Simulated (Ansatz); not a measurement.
`[InH2][I]` + `CS[SiH](F)Cl` → `C[S][InH2]` + `F[SiH](Cl)I` at 500 K and 1 bar (redistribution).

Gas-phase electronic energies from Ansatz, PBE0-D4/def2-TZVP geometries. CCSD(T)/CBS adds triple-zeta CCSD(T) − MP2 to the extrapolated MP2 energy (def2 sets, frozen cores). def2 core potentials past Kr. For I, In outer-core shells are correlated without core-valence functions, which leaves a few kJ/mol of doubt a bond. One conformer a species, not always the lowest.

```json
{"species": "`[InH2][I]`", "CCSD(T)/CBS energy (Eh)": "-488.48444", "H − E (kJ/mol)": "58.0", "S (J/(mol·K))": "326.8"}
{"species": "`CS[SiH](F)Cl`", "CCSD(T)/CBS energy (Eh)": "-1287.03339", "H − E (kJ/mol)": "185.7", "S (J/(mol·K))": "424.7"}
{"species": "`C[S][InH2]`", "CCSD(T)/CBS energy (Eh)": "-628.65181", "H − E (kJ/mol)": "171.9", "S (J/(mol·K))": "388.4"}
{"species": "`F[SiH](Cl)I`", "CCSD(T)/CBS energy (Eh)": "-1146.84711", "H − E (kJ/mol)": "70.9", "S (J/(mol·K))": "374.4"}
```

H − E and S are ideal-gas, rigid-rotor, harmonic terms from PBE0-D4/def2-TZVP, for one conformer and one mirror image of each species. 1 Eh = 2625.50 kJ/mol, R = 8.31446 J/(mol·K).

Problem. By hand: ΔE, ΔH, ΔS and ΔG.

Solution. ΔE = (-628.65181) + (-1146.84711) − (-488.48444) − (-1287.03339) = 0.01891 Eh = 49.6 kJ/mol. Δ(H − E) = 171.9 + 70.9 − 58.0 − 185.7 = -0.9, so ΔH = 48.7 kJ/mol. ΔS = 388.4 + 374.4 − 326.8 − 424.7 = 11.3 J/(mol·K). ΔG = 48.7 − 500 × (11.3)/1000 = 43.1 kJ/mol.

Problem. By hand: the equilibrium constant, and the temperature at which ΔG would vanish if ΔH and ΔS stayed fixed.

Solution. log₁₀ K = −ΔG/(RT ln 10) = -4.5. ΔG = 0 at ΔH/ΔS = 4310 K, far beyond where these terms or the molecules hold.

The number of gas molecules stays the same, so ΔS is small and ΔH decides. A doubt of 5 kJ/mol in ΔE shifts log₁₀ K by 0.5 here. Other conformers and mirror images would add mixing entropy, several J/(mol·K) or more a flexible species. Modes under 60 cm⁻¹, often nearly free rotors, make the harmonic entropy too high. These are equilibria of isolated gas molecules and say nothing of rates. Largest T1 diagnostic: 0.014 (customary marks: 0.02 for closed shells, 0.045 for open ones).
